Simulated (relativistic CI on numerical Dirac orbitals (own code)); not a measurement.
**Electric-dipole lines of Eu4+**

These numbers are calculated, not measured: Dirac-Coulomb-Breit CI, KLI orbitals optimised for each configuration, model QED, valence Slater integrals scaled by 0.85, P86 correlation energy added to each configuration (own radial code, finite nucleus).

Configurations in the expansion (outside the closed core [Kr] 4d10 5s2): 4f5 5p6, 4f4 5p6 5d, 4f7 5p4, 4f4 5p6 6s, 4f5 5p5 6s, 4f4 5p6 6d, 4f4 5p6 7s, 4f4 5p6 8s, 4f3 5p6 6s2. Levels of other configurations are missing.

```tsv
λ vac (nm)	Lower	Upper	A (s⁻¹)	log gf	S velocity/length
60.966	4f5 5p6 6H°_5/2 [1]	4f4 5p6 5d 6G_3/2 [324]	1.26e+09	-0.55	0.55
61.100	4f5 5p6 6H°_7/2 [2]	4f4 5p6 5d 6G_5/2 [333]	5.62e+08	-0.72	0.55
61.315	4f5 5p6 6H°_11/2 [4]	4f4 5p6 5d 6G_9/2 [364]	5.34e+08	-0.52	0.55
61.388	4f5 5p6 6H°_13/2 [5]	4f4 5p6 5d 4H_11/2 [383]	4.88e+08	-0.48	0.55
61.526	4f5 5p6 6H°_9/2 [3]	4f4 5p6 5d 4G_7/2 [340]	3.95e+08	-0.75	0.55
65.541	4f5 5p6 6F°_5/2 [9]	4f4 5p6 5d 6D_3/2 [298]	1.17e+09	-0.52	0.63
65.554	4f5 5p6 6H°_15/2 [7]	4f4 5p6 5d 6H_15/2 [292]	4.77e+08	-0.31	0.64
65.611	4f5 5p6 6F°_11/2 [12]	4f4 5p6 5d 6D_9/2 [339]	1.07e+09	-0.16	0.62
65.667	4f5 5p6 6F°_9/2 [11]	4f4 5p6 5d 6D_7/2 [320]	1.11e+09	-0.24	0.63
65.708	4f5 5p6 6H°_15/2 [7]	4f4 5p6 5d 6G_13/2 [286]	5.74e+08	-0.28	0.63
65.782	4f5 5p6 6F°_7/2 [10]	4f4 5p6 5d 6D_5/2 [302]	1.10e+09	-0.37	0.64
65.878	4f5 5p6 6H°_13/2 [5]	4f4 5p6 5d 6G_11/2 [274]	4.55e+08	-0.45	0.64
65.899	4f5 5p6 6H°_13/2 [5]	4f4 5p6 5d 6H_13/2 [272]	3.48e+08	-0.50	0.64
66.050	4f5 5p6 6H°_11/2 [4]	4f4 5p6 5d 6G_9/2 [263]	3.37e+08	-0.66	0.64
66.054	4f5 5p6 6H°_5/2 [1]	4f4 5p6 5d 6H_5/2 [238]	5.13e+08	-0.70	0.65
66.104	4f5 5p6 6H°_9/2 [3]	4f4 5p6 5d 6H_9/2 [252]	3.87e+08	-0.60	0.64
66.154	4f5 5p6 6H°_7/2 [2]	4f4 5p6 5d 6H_7/2 [245]	3.61e+08	-0.72	0.65
67.663	4f5 5p6 6F°_9/2 [11]	4f4 5p6 5d 6F_9/2 [280]	7.65e+08	-0.28	0.68
67.872	4f5 5p6 4M°_15/2 [15]	4f4 5p6 5d 4H_13/2 [377]	4.95e+08	-0.32	0.67
68.154	4f5 5p6 6F°_9/2 [11]	4f4 5p6 5d 6G_11/2 [274]	3.89e+08	-0.49	0.69
68.645	4f5 5p6 6H°_5/2 [1]	4f4 5p6 5d 4G_5/2 [219]	3.77e+08	-0.80	0.68
68.968	4f5 5p6 6H°_11/2 [4]	4f4 5p6 5d 6H_11/2 [234]	2.97e+08	-0.59	0.70
69.320	4f5 5p6 6H°_13/2 [5]	4f4 5p6 5d 4K_13/2 [235]	2.21e+08	-0.65	0.70
69.360	4f5 5p6 6H°_9/2 [3]	4f4 5p6 5d 6H_9/2 [224]	3.65e+08	-0.58	0.71
69.438	4f5 5p6 4M°_15/2 [15]	4f4 5p6 5d 4I_15/2 [337]	4.15e+08	-0.32	0.72
69.755	4f5 5p6 6H°_11/2 [4]	4f4 5p6 5d 4K_11/2 [226]	2.80e+08	-0.61	0.71
69.772	4f5 5p6 6H°_15/2 [7]	4f4 5p6 5d 6H_15/2 [237]	1.27e+09	0.17	0.72
70.010	4f5 5p6 6H°_5/2 [1]	4f4 5p6 5d 6H_5/2 [209]	4.85e+08	-0.67	0.72
70.034	4f5 5p6 6H°_13/2 [5]	4f4 5p6 5d 6H_13/2 [231]	7.79e+08	-0.10	0.72
70.295	4f5 5p6 6H°_11/2 [4]	4f4 5p6 5d 6H_11/2 [222]	5.34e+08	-0.32	0.73
70.348	4f5 5p6 6H°_7/2 [2]	4f4 5p6 5d 6H_7/2 [212]	6.94e+08	-0.38	0.72
70.409	4f5 5p6 6H°_9/2 [3]	4f4 5p6 5d 6H_9/2 [215]	6.75e+08	-0.30	0.73
70.655	4f5 5p6 6H°_7/2 [2]	4f4 5p6 5d 6H_5/2 [209]	3.85e+08	-0.76	0.73
70.891	4f5 5p6 4I°_13/2 [19]	4f4 5p6 5d 4H_13/2 [328]	4.82e+08	-0.29	0.75
70.965	4f5 5p6 4I°_9/2 [17]	4f4 5p6 5d 4I_9/2 [316]	6.19e+08	-0.33	0.74
71.210	4f5 5p6 6H°_5/2 [1]	4f4 5p6 5d 4G_5/2 [204]	3.95e+08	-0.74	0.76
71.227	4f5 5p6 4I°_15/2 [22]	4f4 5p6 5d 4I_15/2 [337]	5.07e+08	-0.21	0.75
71.231	4f5 5p6 6H°_15/2 [7]	4f4 5p6 5d 6I_17/2 [229]	5.24e+08	-0.14	0.76
71.307	4f5 5p6 6H°_13/2 [5]	4f4 5p6 5d 6I_15/2 [221]	5.00e+08	-0.22	0.76
71.425	4f5 5p6 6H°_11/2 [4]	4f4 5p6 5d 6I_13/2 [213]	4.97e+08	-0.27	0.76
71.617	4f5 5p6 6H°_9/2 [3]	4f4 5p6 5d 6I_11/2 [208]	5.16e+08	-0.32	0.76
71.666	4f5 5p6 6H°_15/2 [7]	4f4 5p6 5d 6G_13/2 [225]	2.48e+08	-0.57	0.76
71.943	4f5 5p6 6H°_7/2 [2]	4f4 5p6 5d 6I_9/2 [203]	4.89e+08	-0.42	0.77
72.321	4f5 5p6 6H°_5/2 [1]	4f4 5p6 5d 6I_7/2 [200]	4.79e+08	-0.52	0.78
74.385	4f5 5p6 6F°_11/2 [12]	4f4 5p6 5d 6G_13/2 [225]	3.71e+08	-0.37	0.82
```

Terms are leading LS components. Brackets give the number of a level in order of energy, since labels repeat. The list gives strong lines, with weight on those to low levels, among the lowest 400 of 9846 levels, so that lines to higher ones, which can be the strongest, are missing. Levels whose partners in the same complex of configurations lie outside the list can be far off, and so can their lines. Rates are taken at the computed energies, electric ones in the length gauge. A velocity-to-length ratio far from 1 marks an uncertain rate.

At this charge configurations can still be misplaced by up to about 7 % of their energy. Levels and lines within the n = 5 or 6 shells can be off by up to 10 % or somewhat more, and those that change n by about 2 %, since core polarisation is missing.

LS names give the leading component of a level, which can be under half, so a name can repeat, a term be missing and a line seem to break the LS rules.
